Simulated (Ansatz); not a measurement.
AuClF3P (`F[P+](F)(F)[Au-][Cl]`). Total charge 0; spin multiplicity 1. Au takes the def2 core potential.

```xyz
6

F     0.225   -1.029    1.696
P    -0.196   -0.661    0.258
F    -1.701   -0.992    0.331
F     0.312   -1.909   -0.493
Au    0.381    1.289   -0.503
Cl    0.979    3.304   -1.288
```

Q: What are the harmonic wavenumbers in cm⁻¹ at PBE0-D4/def2-TZVP (Ansatz, finite differences of forces, unscaled)? (Best estimate.)

A: Computed: 70, 70, 211, 211, 244, 375, 376, 380, 534, 939, 955, 955.

Q: Is this a minimum?

A: Yes, all 12 modes are real.

Q: Give the ideal-gas thermochemistry at 298.15 K and 1 bar (rigid rotor, harmonic oscillator; point group C3v, symmetry number 3).

A: Zero-point energy 31.8 kJ/mol; H(298) − E = 53.6 kJ/mol; entropy 371.1 J/(mol·K), of which translation 180.8, rotation 114.2, vibration 76.1; G(298) − E = -57.1 kJ/mol. Modes under 100 cm⁻¹ are hindered rotations or soft bends, so the harmonic entropy is rough.

Q: And at 400, 500, 600, 800 and 1000 K?

A: 
| T (K) | H − E (kJ/mol) | S (J/mol/K) | G − E (kJ/mol) |
| --- | --- | --- | --- |
| 400 | 64.4 | 402.5 | -96.5 |
| 500 | 75.9 | 428.0 | -138.1 |
| 600 | 87.8 | 449.7 | -182.0 |
| 800 | 112.6 | 485.3 | -275.7 |
| 1000 | 138.0 | 513.7 | -375.7 |

Q: Rotational constants (cm⁻¹)?

A: 0.1592, 0.02156, 0.02156.
